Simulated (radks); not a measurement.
Question: The promethium ion Pm43+, [Ar]. Calculated with a radial shooting solver on a logarithmic mesh with Libxc functionals: non-relativistic Kohn-Sham, exchange-only PBE, spin-polarised, spherical densities, point nucleus. Every spin shell is full or empty, so the densities are truly spherical. Functionals are evaluated on that one density, not self-consistently. Rank these orbital-free kinetic functionals by their error against the exact value of the orbitals, and give that value: Thomas-Fermi, von Weizsacker, TF + vW/5, LC94, APBEK, revAPBEK, Perdew 92, Thakkar, LKT, Ernzerhof.

Answer: Exact: 8054.61 hartree. From best to worst, with 100 (|E| - |E exact|)/|E exact| (equal figures are ties): revAPBEK -0.38, APBEK -0.61, LC94 -0.68, Ernzerhof -0.97, Thakkar -1.16, Perdew 92 -1.40, TF + vW/5 +2.84, Thomas-Fermi -6.72, LKT +22.03, von Weizsacker -52.22.
